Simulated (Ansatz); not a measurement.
`O[BH][SnH2][OH]`. Charge 0, multiplicity 1. Sn takes the def2 core potential.

Z-matrix (Å, degrees):
```
Sn
B 1 2.265
O 1 1.981 2 107.4
H 1 1.713 2 115.0 3 116.8
H 1 1.712 2 115.2 3 -116.7
O 2 1.347 1 115.3 3 -0.9
H 2 1.202 1 124.4 3 179.1
H 3 0.960 1 110.9 2 1.2
H 6 0.963 2 114.3 1 179.9
```

(1) What are the harmonic wavenumbers in cm⁻¹ at PBE0-D4/def2-TZVP (Ansatz, finite differences of forces, unscaled)? (Estimate.)

(2) Is this a minimum?

(3) Give the ideal-gas thermochemistry at 298.15 K and 1 bar (rigid rotor, harmonic oscillator; point group Cs, symmetry number 1).

(4) And at 400, 500, 600, 800 and 1000 K?

## Answers

(1) Ansatz gave: 56, 86, 157, 258, 300, 487, 527, 593, 595, 628, 721, 873, 876, 974, 1174, 1351, 1917, 1925, 2568, 3831, 3891.

(2) Yes, all 21 modes are real.

(3) Zero-point energy 142.3 kJ/mol; H(298) − E = 163.5 kJ/mol; entropy 357.0 J/(mol·K), of which translation 172.7, rotation 111.6, vibration 72.8; G(298) − E = 57.1 kJ/mol. Modes under 100 cm⁻¹ are hindered rotations or soft bends, so the harmonic entropy is rough.

(4) 
```json
{"T (K)": "400", "H − E (kJ/mol)": "175.3", "S (J/mol/K)": "390.8", "G − E (kJ/mol)": "19.0"}
{"T (K)": "500", "H − E (kJ/mol)": "188.3", "S (J/mol/K)": "419.7", "G − E (kJ/mol)": "-21.6"}
{"T (K)": "600", "H − E (kJ/mol)": "202.4", "S (J/mol/K)": "445.5", "G − E (kJ/mol)": "-64.9"}
{"T (K)": "800", "H − E (kJ/mol)": "233.1", "S (J/mol/K)": "489.5", "G − E (kJ/mol)": "-158.5"}
{"T (K)": "1000", "H − E (kJ/mol)": "266.2", "S (J/mol/K)": "526.4", "G − E (kJ/mol)": "-260.2"}
```
